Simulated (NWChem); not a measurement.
Everything below was run with NWChem. System: CH₆AlF₂N, charge 0, spin multiplicity 1, at a geometry optimised with B3LYP/def2-SVP. The structure started from a generated list of species. Level: PBE0/def2-TZVP.

Part of the output:

```
             Northwest Computational Chemistry Package (NWChem) 7.3.0
             --------------------------------------------------------

                                NWChem Input Module
                                -------------------

 Scaling coordinates for geometry "geometry" by  1.889725989
 (inverse scale =  0.529177249)

                             Geometry "geometry" -> ""
                             -------------------------

 Output coordinates in angstroms (scale by  1.889725989 to convert to a.u.)

  No.       Tag          Charge          X              Y              Z
 ---- ---------------- ---------- -------------- -------------- --------------
    1 Al                  13.0000    -0.02929400     0.11336900     0.22570300
    2 F                    9.0000     1.49740800    -0.18466100     0.88148500
    3 F                    9.0000    -1.24090400    -0.87235700     0.86615900
    4 C                    6.0000    -0.48576500     1.93734200    -0.29942700
    5 H                    1.0000    -0.68382800     2.56371400     0.58774100
    6 H                    1.0000    -1.39566700     1.98126200    -0.92397400
    7 H                    1.0000     0.32770200     2.43209200    -0.85893000
    8 N                    7.0000     0.25660100    -0.98868700    -1.48333100
    9 H                    1.0000    -0.40073900    -1.77338600    -1.46370300
   10 H                    1.0000     1.20463200    -1.37411200    -1.45442500
   11 H                    1.0000     0.13857100    -0.49343800    -2.36976300

 Effective nuclear repulsion energy (a.u.)     243.2301989211

            Nuclear Dipole moment (a.u.)
            ----------------------------
        X                 Y               Z
 ---------------- ---------------- ----------------
     0.0000037795     0.0000188973     0.0000037795


 Summary of "ao basis" -> "" (spherical)
 ------------------------------------------------------------------------------
       Tag                 Description            Shells   Functions and Types
 ---------------- ------------------------------  ------  ---------------------
 *                         def2-tzvp                  on all atoms

                                 NWChem DFT Module
                                 -----------------

 Summary of "ao basis" -> "ao basis" (spherical)
 ------------------------------------------------------------------------------
       Tag                 Description            Shells   Functions and Types
[...]
    50      0.140104   2 F  py               80      0.137785   3 F  px

 Vector   25  Occ=2.000000D+00  E=-2.953564D-01
              MO Center= -3.4D-01,  1.4D+00, -1.7D-01, r^2= 2.2D+00
   Bfn.  Coefficient  Atom+Function         Bfn.  Coefficient  Atom+Function
  ----- ------------  ---------------      ----- ------------  ---------------
   106      0.301939   4 C  py              109      0.252855   4 C  py
     4     -0.203595   1 Al s                16     -0.196784   1 Al py
   112      0.186481   4 C  py                3      0.120415   1 Al s
    75      0.112200   3 F  py               44      0.097182   2 F  py
   104     -0.093679   4 C  s                78      0.092796   3 F  py

 Vector   26  Occ=0.000000D+00  E=-9.565116D-03
              MO Center=  2.3D-01, -8.8D-01, -1.8D+00, r^2= 5.4D+00
   Bfn.  Coefficient  Atom+Function         Bfn.  Coefficient  Atom+Function
  ----- ------------  ---------------      ----- ------------  ---------------
   153      1.833318   8 N  s               104      0.990983   4 C  s
   194     -0.957052  11 H  s               182     -0.706561   9 H  s
   188     -0.706658  10 H  s                 5     -0.544579   1 Al s
   139     -0.339361   6 H  s               145     -0.329781   7 H  s
   133     -0.318670   5 H  s               151      0.243916   8 N  s

 Vector   27  Occ=0.000000D+00  E= 5.093316D-02
              MO Center= -3.0D-01,  1.2D+00,  3.2D-01, r^2= 7.9D+00
   Bfn.  Coefficient  Atom+Function         Bfn.  Coefficient  Atom+Function
  ----- ------------  ---------------      ----- ------------  ---------------
   104      3.469233   4 C  s                 5     -1.605280   1 Al s
   139     -0.980027   6 H  s               145     -0.947994   7 H  s
   133     -0.890848   5 H  s                19     -0.851889   1 Al py
   153     -0.571441   8 N  s               188      0.375648  10 H  s
   182      0.373493   9 H  s                20     -0.286100   1 Al pz

 Vector   28  Occ=0.000000D+00  E= 6.368746D-02
              MO Center=  1.6D-01, -5.9D-01, -1.4D+00, r^2= 7.0D+00
   Bfn.  Coefficient  Atom+Function         Bfn.  Coefficient  Atom+Function
  ----- ------------  ---------------      ----- ------------  ---------------
   194      1.530544  11 H  s               104     -0.922366   4 C  s
   188     -0.891837  10 H  s               182     -0.882136   9 H  s
   161     -0.632335   8 N  py               20     -0.577509   1 Al pz
   162      0.490346   8 N  pz               19      0.346852   1 Al py
    73      0.240740   3 F  s                42      0.238508   2 F  s

------------------------------------------------------------
EAF file 0: "./mol.aoints.0" size=524288 bytes
------------------------------------------------------------
               write      read    awrite     aread      wait
               -----      ----    ------     -----      ----
     calls:        1         7         0         0         0
   data(b): 5.24e+05  3.67e+06  0.00e+00  0.00e+00
   time(s): 0.00e+00  0.00e+00  0.00e+00  0.00e+00  0.00e+00
rate(mb/s): 0.00e+00  0.00e+00
------------------------------------------------------------

 center of mass
 --------------
 x =   0.02008227 y =  -0.08291121 z =   0.16348477

 moments of inertia (a.u.)
 ------------------
         604.601054249691          15.529591888817           0.320666602406
          15.529591888817         547.295502869716          -2.010806349640
           0.320666602406          -2.010806349640         627.286714973837

     Multipole analysis of the density
     ---------------------------------

     L   x y z        total         alpha         beta         nuclear
     -   - - -        -----         -----         ----         -------
     0   0 0 0     -0.000000    -25.000000    -25.000000     50.000000

     1   1 0 0      0.154891      0.077444      0.077444      0.000004
     1   0 1 0     -0.569240     -0.284629     -0.284629      0.000019
     1   0 0 1     -2.197633     -1.098818     -1.098818      0.000004

     2   2 0 0    -30.282458    -86.705999    -86.705999    143.129539
     2   1 1 0     -1.326792      8.167778      8.167778    -17.662349
     2   1 0 1     -1.327535      0.334709      0.334709     -1.996953
     2   0 2 0    -25.444201   -116.952507   -116.952507    208.460813
     2   0 1 1      5.080689     -1.393731     -1.393731      7.868150
     2   0 0 2    -21.929775    -86.238973    -86.238973    150.548170

 Task  times  cpu:       69.4s     wall:       69.4s

 Total times  cpu:       69.4s     wall:       69.4s
```

Problem. Write an NWChem input that would produce this output.

Solution. One answer among several that fit: 
```
start mol
memory heap 200 mb stack 800 mb global 1000 mb
geometry units angstroms nocenter noautoz noautosym
  Al    -0.029294     0.113369     0.225703
  F      1.497408    -0.184661     0.881485
  F     -1.240904    -0.872357     0.866159
  C     -0.485765     1.937342    -0.299427
  H     -0.683828     2.563714     0.587741
  H     -1.395667     1.981262    -0.923974
  H      0.327702     2.432092    -0.858930
  N      0.256601    -0.988687    -1.483331
  H     -0.400739    -1.773386    -1.463703
  H      1.204632    -1.374112    -1.454425
  H      0.138571    -0.493438    -2.369763
end
basis spherical
  * library def2-tzvp
end
dft
  xc pbe0
  semidirect memsize 60000000 filesize 0
  iterations 100
end
task dft energy
```
